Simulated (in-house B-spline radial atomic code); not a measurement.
RPA and G0W0 for the iron ion Fe¹⁴⁺, [Ne] 3s2, as one setting changes: the share of exact exchange in the PBE hybrid start. A dash marks a level of low quasi-particle weight. Computed with a B-spline radial code for spherical atoms: all electrons, scalar-relativistic (spin-free one-electron X2C), finite nucleus, each spin shell either full or empty, empty states to l = 9 with an (l + 1/2)⁻⁴ tail; G0W0 by contour deformation at full frequency.

```csv
share of exact exchange in the PBE hybrid start,mean-field level (eV),G0W0 level (eV),RPA correlation (Eh)
0,-441.45,3s -457.05,-0.86104
0.1,-442.75,3s -456.96,-0.8496
0.2,-444.05,3s -456.88,-0.83903
0.3,?,?,?
0.4,-446.65,3s -456.72,-0.82004
0.5,?,?,?
0.6,-449.24,3s -456.58,-0.8033
0.7,-450.53,3s -456.52,-0.7956
0.8,-451.82,3s -456.45,-0.78829
0.9,-453.11,3s -456.40,-0.78132
1,-454.40,3s -456.34,-0.77465
```

(1) What belongs in the row for 0.3?

(2) What belongs in the row for 0.5?

## Answers

(1) mean-field level (eV): -445.35; G0W0 level (eV): 3s -456.80; RPA correlation (Eh): -0.82921.

(2) mean-field level (eV): -447.94; G0W0 level (eV): 3s -456.65; RPA correlation (Eh): -0.81142.
